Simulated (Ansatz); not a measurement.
Reaction (redistribution): `[SiH3][SnH3]` + `N[SiH](Cl)CCl` → `[SiH3][SnH2][Cl]` + `N[SiH2]CCl`

Calculated with Ansatz (gas phase, PBE0-D4/def2-TZVP geometries, no zero-point term in ΔE). CCSD(T)/CBS adds triple-zeta CCSD(T) − MP2 to the extrapolated MP2 energy (def2 sets, frozen cores). DFT in def2-TZVPP. HSE06 is defined as in plane-wave codes. Elements past krypton have def2 core potentials. For Sn outer-core shells are correlated without core-valence functions, which leaves a few kJ/mol of doubt a bond. Each species was taken in one conformer, which may not be the lowest.

`[SiH3][SnH3]`:

```xyz
8

Si   -0.717    0.854    0.697
Sn    0.679   -0.809   -0.660
H    -0.269    2.244    0.421
H    -0.568    0.583    2.151
H    -2.153    0.733    0.333
H     0.507   -0.518   -2.333
H     0.186   -2.413   -0.345
H     2.335   -0.674   -0.264
```

`N[SiH](Cl)CCl`:

```xyz
10

N     0.993    1.061    0.699
Si    0.592   -0.191   -0.374
Cl    1.315   -2.060    0.133
C    -1.277   -0.330   -0.436
Cl   -1.934   -0.439    1.221
H     0.537    1.097    1.599
H     1.935    1.413    0.747
H     1.157    0.114   -1.707
H    -1.602   -1.218   -0.978
H    -1.716    0.552   -0.904
```

`[SiH3][SnH2][Cl]`:

Z-matrix (Å, degrees):
```
Si
Sn 1 2.561
H 1 1.484 2 108.9
H 1 1.487 2 109.6 3 119.9
H 1 1.484 2 108.9 3 -120.1
Cl 2 2.346 1 105.1 3 60.1
H 2 1.706 1 115.2 3 -54.9
H 2 1.706 1 115.2 3 175.1
```

`N[SiH2]CCl`:

Z-matrix (Å, degrees):
```
Si
C 1 1.888
N 1 1.711 2 115.1
H 1 1.488 2 107.2 3 -119.6
H 1 1.484 2 106.4 3 121.2
Cl 2 1.790 1 108.7 3 -57.7
H 2 1.092 1 112.3 3 -176.3
H 2 1.091 1 112.6 3 60.9
H 3 1.007 1 120.0 2 64.3
H 3 1.007 1 120.4 2 -81.1
```

Is it downhill or uphill in electronic energy at CCSD(T)/CBS, and by how much? (Estimate.)

Computed: Uphill: ΔE = +19.0 kJ/mol.

What do these levels give: PBE-D4, BLYP-D4, r2SCAN-D4, r2SCAN0-D4, HSE06-D4, CAM-B3LYP-D4, PBE-QIDH, PBE, BLYP, PBE0, BHLYP, MP2/def2-SVP? (An estimate is asked.)

Computed: PBE-D4 23.8, BLYP-D4 18.7, r2SCAN-D4 24.2, r2SCAN0-D4 25.0, HSE06-D4 23.9, CAM-B3LYP-D4 21.8, PBE-QIDH 24.7, PBE 21.2, BLYP 12.6, PBE0 22.0, BHLYP 15.5, MP2/def2-SVP 25.2 kJ/mol.

What do rigid-rotor, harmonic-oscillator terms from PBE0-D4/def2-TZVP frequencies (298.15 K, 1 bar) make of the CCSD(T)/CBS value? (Best estimate.)

Computed: ΔZPE = +1.9 kJ/mol, ΔH = +21.3 kJ/mol, ΔS = 19 J/(mol·K), ΔG = +15.6 kJ/mol.

Largest T1 diagnostic among the species: 0.013.

At CCSD(T), def2-SVP lies +5.0 kJ/mol from the extrapolated value and def2-TZVPP +6.4 kJ/mol. Leaving LDA and LC-ωPBE aside and taking each functional with its dispersion term where it has one, the values, not all of them listed here, spread over 9.2 kJ/mol, from BHLYP-D4 to B97M-V. LDA lies +14.2 kJ/mol from PBE without D4. The D4 term adds +4.3 kJ/mol with B3LYP and +2.2 kJ/mol with PBE0; it sums over pairs of atoms, weighted by their polarisabilities, and B3LYP, whose exchange is more repulsive, gets the larger term.

B3LYP here is the variant with VWN-RPA as its local correlation; programs differ in this.
